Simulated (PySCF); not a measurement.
**Correlation energy of Lu⁺ (lutetium, charge +1)**

[Xe] 4f14 6s2, closed-shell 1S. All numbers are calculated (PySCF 2.14, scalar relativity by spin-free X2C-1e, in cc-pVDZ-X2C). Frozen: [Kr] 4d10; 24 electrons correlated.

```csv
level,correlation energy (mhartree)
CCSD,-896.94
(T),-24.71
CCSD(T),-921.65
```

Diagnostics: T1 = 0.012, D1 = 0.0406, largest double amplitude 0.072.

Task: Is a single reference adequate?

Result: Mostly. T1 lies below 0.03, but a double amplitude of this size points to a near-degeneracy that CCSD handles and MP2 describes poorly.
